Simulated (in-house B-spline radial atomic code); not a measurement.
How numerical settings move a run on the indium ion In⁵⁺, [Kr] 4d8. Computed with an all-electron radial atomic-structure program (B-spline basis): scalar-relativistic (X2C) TPSS, spin-polarised, spherical fractional occupations, Fermi nucleus of rms radius 4.6156 fm.

Command:
```bash
python run_scf.py task.json out
```
Settings of the sound reference run:
```
Z                49
electrons        44
configuration    [Kr] 4d8
hamiltonian      x2c
method           tpss,tpss
spin_polarised   True
nucleus          fermi
rms_radius       4.6156
mass_number      115
atomic_mass      114.9039
speed_of_light   137.036
knot_spacing     0.22
spline_order     8
gauss_points     12
box_radius       10.53
max_iterations   70
damping          0.5
damped_steps     3
diis_vectors     10
tolerance        1e-08
start            Thomas-Fermi
```

Run time, properties included: 0.51 s on 1 thread of Arm Neoverse N1, on a shared host.

It converges in 8 iterations to -5874.069161 hartree, with 4d down at -82.3764 eV. The other runs change the listed settings, some to values that make no sense; their results aren't properties of the atom or ion. Radii are in bohr (the nuclear one in fm), a minus after a letter asks for a j subshell, and «unchanged» means within 1e-8 hartree. The run stops when the residual is below 10 × tolerance × max(1, Z/10), or a noise floor if that is larger, and the energy moves by less than 1e-8 × √|E| hartree; so very loose and very tight tolerances often act alike.

```tsv
changed settings	outcome
knot_spacing = 0.15, spline_order = 10, gauss_points = 8, max_iterations = 75, damped_steps = 1	converged in 6 iterations, energy -7.46e-05 hartree from the reference, 4d down level +1.7e-04 eV
diis_vectors = 2	converged in 9 iterations, energy unchanged, 4d down level +1.3e-05 eV
diis_vectors = 1	converged in 17 iterations, energy unchanged, 4d down level +4.3e-05 eV
diis_vectors = 0	converged in 13 iterations, energy unchanged, 4d down level +1.4e-05 eV
knot_spacing = 2, max_iterations = 50, tolerance = 0.001	converged in 4 iterations, energy +1.20e+02 hartree from the reference, 4d down level -4.8e+00 eV (the program warns: 2p up reaches the box edge; 2p down reaches the box edge)
spline_order = 5, gauss_points = 4, max_iterations = 8, tolerance = 0.01	converged in 5 iterations, energy +9.19e-05 hartree from the reference, 4d down level -1.7e-04 eV
diis_vectors = 20	converged in 8 iterations, energy unchanged
tolerance = 1e-06	converged in 5 iterations, energy +1.08e-08 hartree from the reference, 4d down level -1.1e-04 eV
spline_order = 4	converged in 8 iterations, energy +3.08e-03 hartree from the reference, 4d down level -9.7e-04 eV
electrons = 45, configuration = [Kr] 4d8 5s-1, max_iterations = 100	stopped with error: j subshells need the Dirac Hamiltonian and l > 0
electrons = 47, configuration = [Kr] 4d8 5s3, max_iterations = 60	stopped with error: shell 5s holds at most 1 electrons (per spin)
spline_order = 3	converged in 8 iterations, energy +1.71e-01 hartree from the reference, 4d down level -1.7e-02 eV
```

(1) What happens with max_iterations = 75, damping = 0.95, damped_steps = 0, diis_vectors = 2, start = bare nucleus?

(2) What happens with spline_order = 5?

(3) What happens with knot_spacing = 1, gauss_points = 6, box_radius = 0.63, max_iterations = 5?

(4) What happens with spline_order = 10?

Answers

(1) Converged in 7 iterations, energy unchanged, 4d down level +2.3e-05 eV.

(2) Converged in 8 iterations, energy +8.44e-05 hartree from the reference, 4d down level -6.0e-05 eV.

(3) Not converged after 5 iterations, last residual 3.3e-05, last energy +7.10e+02 hartree from the reference.

(4) Converged in 8 iterations, energy -3.16e-05 hartree from the reference, 4d down level +1.7e-05 eV.
